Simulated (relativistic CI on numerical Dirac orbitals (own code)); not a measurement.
## O+: what numerical and physical settings do to a radial Dirac CI calculation

Reference input:

```
atom O  Z=8  charge=1  electrons=7
nucleus A=16  rms_radius_fm=2.6991
hamiltonian dirac-coulomb  breit=on  qed=on  c_scale=1
orbitals kli  potential=per-configuration
slater_scale 1
correlation none
mixing on
grid step=0.0125 r_max=34.5
scf mixing=0.4 start=green max_iterations=150 tolerance=2e-08 node_fill=0.05
configurations
  [He] 2s2 2p3
  [He] 2s 2p4
  [He] 2p5
end
```

Computed lowest total energy -74.41215 Ha, first excitation 30005.0 cm⁻¹, 29 SCF steps. Runs with settings changed; * marks those that are bad on purpose (the QED terms keep the true α when c is scaled):

```tsv
Changed	Outcome	Lowest level	ΔE (Ha)	First excitation (cm⁻¹)	SCF steps	Message
Breit term off	converged	2s²2p³ ⁴S°3/2	-0.00743	30015.8	29	
speed of light × 1.25, iteration limit 20	converged	2s²2p³ ⁴S°3/2	0.0175	30012.5	29	
iteration limit 20, SCF mixing 0.7	converged	2s²2p³ ⁴S°3/2	8.87e-10	30005.0	25	
SCF mixing 0.05	converged	2s²2p³ ⁴S°3/2	1.19e-09	30005.0	36	
charge 3 *	refused				0	configuration [He] 2s2 2p3 has 7 electrons, the ion has 5
configuration list: extra electron *	refused				0	configuration [He] 2p5 3s has 8 electrons, the ion has 7
```

With so few configurations and no correlation, terms lie too far apart (by 10 to 50 % near neutrality), their order can be wrong, and levels of other configurations are missing.
